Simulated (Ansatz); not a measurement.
C7H23NSi3, SMILES `C[SiH](C)N([SiH](C)C)[Si](C)(C)C`, relaxed with RKS PBE0-D4/def2-TZVP in Ansatz 0.2.0 from a PBE-D4/def2-SVP geometry. The force threshold is 0.005 eV/Å; the program also tests the step.

The species carries charge 0 and has multiplicity 1.

Start:

```xyz
34

C    -0.789    0.455   -3.135
Si   -1.231   -0.396   -1.508
C    -3.017   -0.030   -1.011
N    -0.088    0.048   -0.222
Si   -0.126    1.725    0.339
C    -0.837    1.873    2.085
C     1.547    2.594    0.213
Si    0.867   -1.252    0.531
C     2.106   -0.555    1.782
C    -0.292   -2.446    1.434
C     1.856   -2.178   -0.790
H     0.250    0.205   -3.433
H    -1.469    0.140   -3.952
H    -0.861    1.558   -3.035
H    -1.106   -1.888   -1.701
H    -3.270   -0.552   -0.065
H    -3.724   -0.376   -1.794
H    -3.182    1.056   -0.860
H    -1.068    2.445   -0.598
H    -0.935    2.937    2.385
H    -1.843    1.409    2.129
H    -0.197    1.368    2.838
H     2.276    2.213    0.954
H     1.979    2.457   -0.800
H     1.422    3.683    0.388
H     2.611   -1.407    2.283
H     2.892    0.054    1.291
H     1.633    0.059    2.574
H     0.270   -3.278    1.908
H    -1.030   -2.891    0.736
H    -0.854   -1.914    2.229
H     1.196   -2.663   -1.537
H     2.529   -1.481   -1.330
H     2.482   -2.970   -0.328
```

**Question.** By how much does the energy fall, and how many steps does the optimiser take? (An estimate is asked.)

**Answer.** The calculation gave: 0.17 eV, in 7 steps.

**Question.** Which bonds change most? (An estimate is asked.)

**Answer.** The calculation gave: N4–Si8 from 1.780 to 1.747 Å; N4–Si5 from 1.769 to 1.736 Å; Si2–N4 from 1.777 to 1.745 Å; Si5–C6 from 1.891 to 1.870 Å.

**Question.** Give the relaxed structure. (Best estimate.)

**Answer.** Computed: 
```xyz
34

C    -0.784    0.429   -3.092
Si   -1.216   -0.384   -1.466
C    -2.982   -0.006   -0.980
N    -0.086    0.046   -0.209
Si   -0.121    1.695    0.333
C    -0.860    1.867    2.042
C     1.538    2.551    0.244
Si    0.859   -1.234    0.513
C     2.090   -0.551    1.750
C    -0.271   -2.430    1.406
C     1.836   -2.139   -0.803
H     0.231    0.162   -3.395
H    -1.470    0.105   -3.880
H    -0.842    1.518   -3.020
H    -1.110   -1.862   -1.646
H    -3.240   -0.516   -0.048
H    -3.672   -0.352   -1.755
H    -3.144    1.065   -0.839
H    -1.029    2.408   -0.617
H    -0.942    2.921    2.322
H    -1.862    1.432    2.069
H    -0.257    1.367    2.804
H     2.226    2.212    1.021
H     2.009    2.385   -0.728
H     1.399    3.629    0.370
H     2.575   -1.394    2.251
H     2.874    0.034    1.265
H     1.631    0.065    2.526
H     0.296   -3.252    1.852
H    -1.009   -2.864    0.726
H    -0.813   -1.921    2.209
H     1.188   -2.613   -1.543
H     2.502   -1.450   -1.329
H     2.453   -2.921   -0.350
```
